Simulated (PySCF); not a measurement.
## The electron affinity along the 4p block

Calculated with PySCF 2.14 from differences of total energies of unrestricted determinants, without spin-orbit coupling. Values in eV. The last column holds reference values (measured affinities from photodetachment; the arrow runs from anion to atom). Unmarked ones compare directly (S terms, centres of terms, or small fine structure); those marked * lie between the lowest fine-structure levels and include a spin-orbit shift.

| element | configurations | MP2 (valence) | SCS-MP2 (valence) | CCSD(T) (valence) | LDA | PBE | r2SCAN | reference |
| --- | --- | --- | --- | --- | --- | --- | --- | --- |
| Ga (aug-cc-pVTZ-PP with ECP10MDF, ECP) | [Ar] 3d10 4s2 4p2 → [Ar] 3d10 4s2 4p1 | 0.254 | 0.151 | 0.316 | 0.572 | 0.478 | 0.499 | 0.301 * |
| Ge (aug-cc-pVTZ-PP with ECP10MDF, ECP) | [Ar] 3d10 4s2 4p3 → [Ar] 3d10 4s2 4p2 | 1.303 | 1.137 | 1.324 | 1.523 | 1.396 | 1.479 | 1.233 * |
| Se (aug-cc-pVTZ-PP with ECP10MDF, ECP) | [Ar] 3d10 4s2 4p5 → [Ar] 3d10 4s2 4p4 | 1.850 | 1.847 | 1.899 | 2.330 | 2.078 | 2.052 | 2.021 * |
| Br (aug-cc-pVTZ-PP with ECP10MDF, ECP) | [Kr] → [Ar] 3d10 4s2 4p5 | 3.403 | 3.322 | 3.334 | 3.713 | 3.438 | 3.456 | 3.364 * |

Question: Fill in the row of As (aug-cc-pVTZ-PP with ECP10MDF, ECP) ([Ar] 3d10 4s2 4p4 → [Ar] 3d10 4s2 4p3).

Answer: MP2 (valence) 0.453; SCS-MP2 (valence) 0.513; CCSD(T) (valence) 0.607; LDA 1.047; PBE 0.834; r2SCAN 0.789; reference 0.804 * (eV).

The highest occupied level of the anion is positive for Ga⁻ at LDA, PBE, r2SCAN; Ge⁻ at LDA, PBE, r2SCAN; As⁻ at LDA, PBE, r2SCAN; Se⁻ at LDA, PBE, r2SCAN; Br⁻ at LDA, PBE, so there the basis helps to hold the electron.

"Valence" correlates the outer s and p shells and, in groups 3 to 12 and the f block, the outer d or f shell, open or full, or the next shell where the ion has no valence electron left; the wider scheme adds the next inner shell.
